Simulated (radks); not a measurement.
Polarisabilities and homonuclear dispersion coefficients (atomic units). Code: a radial shooting solver on a logarithmic mesh with Libxc functionals. Model: scalar-relativistic Kohn-Sham, PBE, spin-polarised, spherical densities, finite nucleus; open shells are filled with parallel spins first; Fermi nuclear charge, rms radius of each element as measured or else 0.836 A^(1/3) + 0.57 fm. Response by self-consistent Sternheimer equations with the Hartree and adiabatic LDA kernel, the relativistic mass of each level held fixed and spin-orbit coupling left out. "Uncoupled" leaves out the induced potential. Quadrupole and octupole values are given only where no p, d or f shell is open.

| species | configuration | alpha1 (bohr^3) | alpha1, uncoupled | alpha2 (bohr^5) | alpha3 (bohr^7) | C6 | C8 | recommended alpha1 |
|---|---|---|---|---|---|---|---|---|
| B | [He] 2s2 2p1 | 24.28 | 35.41 | - | - | 118.4 | - | 20.5 +/- 0.1 |
| B+ | [He] 2s2 | 10.53 | 19.56 | 29.19 | 180.8 | 28.39 | 531.4 | - |
| B2+ | [He] 2s1 | 6.570 | 7.731 | 7.515 | 31.73 | 8.535 | 77.40 | - |
| B3+ | [He] | 0.02050 | 0.02138 | 0.003796 | 0.001770 | 0.002745 | 0.002845 | - |
| B4+ | 1s1 | 0.007484 | 0.007472 | 0.001053 | 0.0003843 | 0.0004375 | 0.0003514 | - |

Recommended values: Schwerdtfeger and Nagle, table of static dipole polarisabilities (2023 update), measured or computed.
